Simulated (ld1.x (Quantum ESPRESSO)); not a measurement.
The numbers below are computed, except where a source is named.
Hardness and transferability of assorted potentials

Generated with ld1.x 7.5 (TM, RRKJ, ultrasoft, PAW), atompaw 4.2 or ONCVPSP 4.0.1. The cutoff is in Ry: for ld1.x and atompaw files where the sum of valence levels is converged to 10 mRy in a Bessel basis, for ONCV files where the hardest occupied wave has 1 mHa per electron of residual kinetic energy. The error is the largest all-electron minus pseudo excitation energy over each file’s own four to seven test configurations (ionisations up to +4, promotions, holes and added fractions of an electron), all of which were solved. The labels leave out finer settings (local radius, basis sizes, second energies), which also bear on the numbers. Spin-polarised tests are not counted. The rows are a selection from randomly drawn settings: files with unsolved tests, undetermined cutoffs or missed reference levels are left out.

A true bound ghost makes a file unfit for plane-wave use even where its test errors are small: the radial tests pick states by their node count and pass the ghost by.

| element | potential | cutoff (Ry) | largest error (meV) | bound ghosts |
| --- | --- | --- | --- | --- |
| Cl | TM, PBEsol, scalar-relativistic, rc 1.35/1.40/1.15 (spd), local d, core correction yes, reference 3s2 3p4.5 | 35 | +567 | none |
| Ca | ultrasoft, LDA (PZ), non-relativistic, rc 1.65/1.80/2.40 (spd), local smoothed, core correction no, reference 3s2 3p6 3d0 4s1 4p0 | 25 | +1.3 | none |
| Mn | TM, PBE, scalar-relativistic, rc 2.70/2.15/1.85 (spd), local p, core correction yes, reference 3d5 4s1 4p1 | 80 | -1897 | s |
| Sn | TM, PBEsol, scalar-relativistic, rc 1.75/2.55/1.00 (spd), local s, core correction yes, reference 4d10 5s2 5p2 | 110 | -365 | none |
| I | TM, PW91, scalar-relativistic, rc 1.50/1.70/1.35 (spd), local s, core correction no, reference 5s2 5p4 | 55 | -9.3 | d |
| Pt | TM, PBEsol, fully relativistic, rc 1.65/2.15/1.50 (spd), local s, core correction yes, reference 5d7 6s0 6p0 | 40 | -483 | p3/2, p1/2 |

Question: Fill in the row for Pb: TM, PBE, scalar-relativistic, rc 1.60/2.05/2.10 (spd), local s, core correction yes, reference 6s1 6p3.

Answer: cutoff 30 Ry, largest error -356 meV, bound ghosts: d.
